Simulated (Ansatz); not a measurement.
Ansatz (a first-principles code) input:

Ansatz 0.2 input:
```yaml
crystal:
  periodic: [false, false, false]
  atoms:
    - {symbol: Ag, position_ang: [-0.00000000, -0.00000000, -0.31682699]}
    - {symbol: F, position_ang: [0.00000000, 0.00000000, 1.65454095]}
basis:
  gaussian:
    orbitals: def2-TZVPD
hamiltonian:
  xc: {name: BLYP}
total_charge: 1
magnetization: {spin_polarized: true, initial_magnetization: 1}
output: {forces: true}
```

Question: What final total energy does it print?

Answer: -246.43856 Eh (BLYP/def2-TZVPD). The basis has 80 functions.

The spin state was set by rule; other spins were not relaxed.
